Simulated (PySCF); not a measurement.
Bond curve of ZnF⁺

Set-up: PySCF, no relativity, basis sets Zn def2-TZVPPD, F def2-TZVPPD. Energies in eV from Zn⁺ + F in their ground configurations at the same level. State: ¹Σ⁺ (singlet), closed shell.

All columns are PBE. A positive dipole points towards F; it is taken about the centre of mass and depends on that origin.

| R (Å) | E (eV) | μ (D) | Mulliken charge on Zn (basis-dependent) | HOMO (eV) | LUMO (eV) | Mayer bond order | ⟨S²⟩ |
| --- | --- | --- | --- | --- | --- | --- | --- |
| 1.475 | -1.792 | -4.57 | 1.47 | -16.26 | -12.54 | 1.05 | 0.00 |
| 1.544 | -2.528 | -4.79 | 1.40 | -16.02 | -12.67 | 1.06 | 0.00 |
| 1.612 | -2.938 | -4.98 | 1.34 | -15.78 | -12.78 | 1.07 | 0.00 |
| 1.664 | -3.092 | -5.12 | 1.31 | -15.60 | -12.87 | 1.07 | 0.00 |
| 1.715 | -3.150 | -5.24 | 1.28 | -15.43 | -12.95 | 1.07 | 0.00 |
| 1.766 | -3.137 | -5.35 | 1.26 | -15.26 | -13.03 | 1.07 | 0.00 |
| 1.835 | -3.038 | -5.48 | 1.25 | -15.06 | -13.13 | 1.06 | 0.00 |
| 1.921 | -2.829 | -5.63 | 1.25 | -14.82 | -13.25 | 1.04 | 0.00 |
| 2.024 | -2.507 | -5.77 | 1.26 | -14.58 | -13.38 | 1.02 | 0.00 |
| 2.161 | -2.032 | -5.90 | 1.26 | -14.33 | -13.54 | 1.00 | 0.00 |

A fit through these points gives, at Re = 1.729 Å, μ = -5.27 D and dμ/dR = -2.22 D/Å; the reduced mass is 14.65 u.

Task: How strong is the fundamental in the double-harmonic approximation, I = 42.26·(dμ/dR)²/μred km/mol?

Result: I = 42.26·(-2.22)²/14.65 = 14.2 km/mol at PBE.

For an ion De counts to the pair picked by the measured ionisation energies or electron affinities, which need not be the lowest pair at this level.
